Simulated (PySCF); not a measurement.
Species: C4H6Cl2O.
Geometry (GFN2-xTB, Å), atoms numbered from 1 in this order:
```
atom  x, y, z in Å
O1     1.1788    0.8050   -1.6612
C2     1.6586    0.2074   -0.7423
C3     0.8992   -0.5390    0.3201
C4    -0.6100   -0.5609    0.0915
Cl5   -1.3397   -1.7223    1.2486
C6    -1.2355    0.8093    0.2825
Cl7   -2.9861    0.7571   -0.0407
H8     2.7550    0.1533   -0.5999
H9     1.2829   -1.5623    0.3482
H10    1.1337   -0.0875    1.2882
H11   -0.8364   -0.9368   -0.9096
H12   -0.7990    1.5122   -0.4275
H13   -1.1059    1.1651    1.3050
```

Method used: TDDFT CAM-B3LYP/def2-SVPD, vertical, gas phase, core orbitals frozen in the response in PySCF.

Transition dipole moments from the ground state, in atomic units and in the frame of the coordinates above (overall signs are arbitrary), for the states with f of 0.002 or more among the lowest 7:

| state | E (eV) | μx | μy | μz |
| --- | --- | --- | --- | --- |
| S4 | 7.352 | 0.161 | 0.014 | -0.004 |
| S5 | 7.471 | -0.076 | 0.071 | 0.110 |
| S6 | 7.485 | 0.078 | 0.029 | 0.066 |
| S7 | 7.529 | -0.051 | 0.092 | -0.139 |

Problem. Work out the oscillator strengths.

Solution. f = (2/3) ΔE |μ|² with ΔE in hartree (27.2114 eV).

| state | \|μ\|² (au) | \|μ\| (D) | f |
| --- | --- | --- | --- |
| S4 | 0.026 | 0.41 | 0.005 |
| S5 | 0.023 | 0.38 | 0.004 |
| S6 | 0.011 | 0.27 | 0.002 |
| S7 | 0.030 | 0.44 | 0.006 |

Problem. How is the summed strength of these states shared among x, y and z?

Solution. (2/3) Σ ΔE μα² gives 0.007 for x, 0.003 for y and 0.007 for z, 0.017 in all.

One conformer stands for the species.
